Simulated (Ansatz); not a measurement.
A run of Ansatz (development build ahead of 0.2.0) on singlet ScF3 at this shape:

| atom | x (Å) | y (Å) | z (Å) |
| --- | --- | --- | --- |
| Sc | 0.0055 | -0.0083 | -0.0008 |
| F | 1.8140 | 0.0051 | -0.0028 |
| F | -0.9034 | 1.5841 | -0.0019 |
| F | -0.9138 | -1.5723 | -0.0077 |

Its results:

* Converged: yes
* Reference energy: -1046.58074 hartree
* Correlation energy: -0.14591 hartree
* Total energy: -1046.72665 hartree
* Spin squared of the determinant: 0.000

Q: Which input gives this output? Name the method, the orbitals and the basis set, and write the input.

A: RHF-MP2 in STO-3G. An unrestricted run that stays on the closed shell gives the same numbers.

```yaml
crystal:
  periodic: [false, false, false]
  atoms:
    - { symbol: Sc, position_ang: [0.00553, -0.0083, -0.00076] }
    - { symbol: F, position_ang: [1.81401, 0.00512, -0.00279] }
    - { symbol: F, position_ang: [-0.90336, 1.58408, -0.00194] }
    - { symbol: F, position_ang: [-0.91381, -1.57228, -0.00772] }
basis:
  gaussian: { orbitals: STO-3G }
hamiltonian:
  xc: hf
correlation:
  method: mp2
  frozen_orbitals: { F: 1, Sc: 5 }
```
